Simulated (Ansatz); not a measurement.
Cost and result for the atomization energy of CH₃ITe, SMILES `[TeH]CI` (6 atoms, 5 bonds).

Total charge 0; spin multiplicity 1. Correlated methods include outer-core shells of I, Te, which these sets cover unevenly. Te, I takes the def2 core potential. The structure was optimised at the PBE0-D4/def2-TZVP level. Program: Ansatz. All runs use 2 threads of an AMD EPYC 9R45 on a shared host. Times are those of one run each, without the atoms' runs, and a repeat can differ threefold. Electronic energies, without spin–orbit coupling; frozen cores. CCSD(T)/CBS adds CCSD(T) − MP2 in def2-TZVPP to the MP2 limit, and its time is that of the two runs behind it. T1 = 0.010. With those shells the extrapolation isn't a true limit. HSE06 is the plane-wave form, built on full-range PBE exchange.

CCSD(T)/CBS is a level of theory with its own doubt, some kJ/mol a heavy atom from the limit and from the frozen cores, so smaller differences don't rank the functionals.

```tsv
level	functions	wall time
LDA (SPW92)/def2-TZVPP	173	0.5 s
revPBE-D4/def2-TZVPP	173	0.8 s
PBE-D4/def2-TZVPP (with forces)	173	0.95 s
HSE06-D4/def2-TZVPP	173	1.2 s
r2SCANh-D4/def2-TZVPP	173	1.6 s
r2SCAN-D4/def2-TZVPP (with forces)	173	1.8 s
CCSD(T)/def2-SVP	81	2 s
B2PLYP/def2-TZVPP	173	2.3 s
B97M-V/def2-TZVPP	173	2.9 s
ωB97M-V/def2-TZVPP (with forces)	173	4.3 s
MP2/def2-QZVPP	311	6.5 s
CCSD(T)/def2-TZVPP	173	33 s
CCSD(T)/CBS(def2)	–	40 s
```

Problem. What atomization energy does each give, and how far from CCSD(T)/CBS? (Estimate.)

Solution. Ansatz gave: 
| level | atomization (kcal/mol) | difference from CCSD(T)/CBS | per bond |
| --- | --- | --- | --- |
| LDA (SPW92)/def2-TZVPP | 458.8 | 60.5 | 12.1 |
| revPBE-D4/def2-TZVPP | 391.9 | -6.4 | -1.3 |
| PBE-D4/def2-TZVPP (with forces) | 402.6 | 4.3 | 0.9 |
| HSE06-D4/def2-TZVPP | 393.4 | -4.9 | -1.0 |
| r2SCANh-D4/def2-TZVPP | 388.3 | -10.0 | -2.0 |
| r2SCAN-D4/def2-TZVPP (with forces) | 391.3 | -7.0 | -1.4 |
| CCSD(T)/def2-SVP | 359.8 | -38.5 | -7.7 |
| B2PLYP/def2-TZVPP | 385.3 | -13.0 | -2.6 |
| B97M-V/def2-TZVPP | 391.0 | -7.3 | -1.4 |
| ωB97M-V/def2-TZVPP (with forces) | 387.7 | -10.6 | -2.1 |
| MP2/def2-QZVPP | 397.0 | -1.3 | -0.2 |
| CCSD(T)/def2-TZVPP | 382.5 | -15.8 | -3.2 |
| CCSD(T)/CBS(def2) | 398.3 | 0.0 | 0.0 |

From PBE to PBE0 (25 % exact exchange), in def2-TZVPP and without D4, the atomization energy moves by −8.8 kcal/mol: exact exchange takes away binding that semilocal exchange gives to molecules. In def2-TZVPP, CCSD(T) changes the Hartree–Fock value by +121.2 kcal/mol (the triples alone add +9.2 kcal/mol) and MP2 by +126.5 kcal/mol; breaking electron pairs costs correlation energy, which Hartree–Fock lacks. Leaving LDA and LC-ωPBE aside and taking each functional with its dispersion term where it has one, the values, not all of them listed here, spread over 25.7 kcal/mol, from BHLYP-D4 to PBE-D4. LDA lies +60.0 kcal/mol from PBE without D4, its usual overbinding.

Spin–orbit coupling would lower the free I, Te atoms strongly, and the atomization energy with them, by more than many differences here.
